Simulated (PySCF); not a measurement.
**Electron correlation in Pb (lead, neutral)**

[Xe] 4f14 5d10 6s1 6p2 6d1, one real determinant (an excited configuration). All numbers are calculated (PySCF 2.14, scalar relativity through the core potential, in aug-cc-pVQZ-PP with ECP60MDF). Frozen: 5s2 5p6 5d10; 4 electrons correlated.

```json
{"level": "CCSD", "correlation energy (mhartree)": "-19.78"}
{"level": "(T)", "correlation energy (mhartree)": "-1.23"}
{"level": "CCSD(T)", "correlation energy (mhartree)": "-21.01"}
```

Diagnostics: T1 = 0.027, D1 = 0.0731, largest double amplitude 0.219.

**Question.** Is a single reference adequate?

**Answer.** Not fully. The real determinant used has ⟨L²⟩ near 8 against 12 for a pure F term, so it mixes terms. Spin-orbit coupling is strong in this species (close to jj coupling), so the high-spin LS determinant is a model state, not a physical level. The outer electron is Rydberg-like, and this basis confines it to a smaller radius and binds it less than a complete one would. A double-excitation amplitude exceeds 0.15, a sign of near-degeneracy.

The reference is one real determinant that mixes LS terms of this configuration.

Spin-orbit coupling is strong in this species, so the high-spin LS determinant is a model state.
